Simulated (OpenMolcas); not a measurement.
## Pd4+: moving or changing the point charges

Pd4+ among 4 point charges of -2.5 e arranged as a square (D4h), 2.11 Å from the ion.
```
   2.1100    0.0000    0.0000  -2.50
   0.0000    2.1100    0.0000  -2.50
  -2.1100    0.0000    0.0000  -2.50
   0.0000   -2.1100    0.0000  -2.50
```

```yaml
Program: OpenMolcas 26.06
Method: CASSCF
Basis: ANO-RCC-VDZP [6s5p3d1f]
Scalar_Hamiltonian: DKH2, point nucleus
Active_space: 6 electrons in 5 orbitals (4d)
State_averaging: 2S+1 = 5 even, 5 roots; 2S+1 = 3 even, 45 roots; 2S+1 = 1 even, 50 roots
Spin-orbit_coupling: state interaction with AMFI integrals over the reference wave functions
```

Runs around this geometry, states (labels of D4, the rotations of D4h). Energies in cm-1 above the lowest state or level, χT in cm3 K/mol.

```csv
R (Å),q (e),Ground state,First state of that spin,First gap with spin-orbit (degeneracies),χT at 300 K,First state of another spin
2.11,-1.25,5A1,5E 1346,"124.2 (1, 2)",4.901,3E 21252
1.98,-2.5,5A1,5E 4756,"143.7 (1, 2)",3.978,3B2 15517
2.11,-2.5,5A1,5E 3819,"143.2 (1, 2)",4.181,3B2 17994
2.33,-2.5,5A1,5E 2785,"141.0 (1, 2)",4.456,3B2 20695
```

Taking the first state of the same spin as R^-n, n = -ln(2785 / 4756) / ln(2.33 / 1.98) = 3.3 between the shortest and longest distance.

Scaling the charges by -1.25 / -2.5 = 0.50 scales the first state of the same spin by 1346 / 3819 = 0.35; with fixed orbitals a first-order splitting would follow the charge.

Without dynamic correlation the repulsion within the d shell is too large (B by tens of per cent), so at a given field states of lower spin stand too high. Point charges give a weaker field than real ligands, and real ions of this kind are as a rule low spin; the high spin found here belongs to the model. Spin-orbit coupling mixes the spin-free states strongly: the lowest level takes only 69 % from its leading state, 5A1 (holds for R = 2.11, q = -1.25). Point charges carry no covalency, so the field is a model and not that of real ligands. No measured value stands beside these numbers.
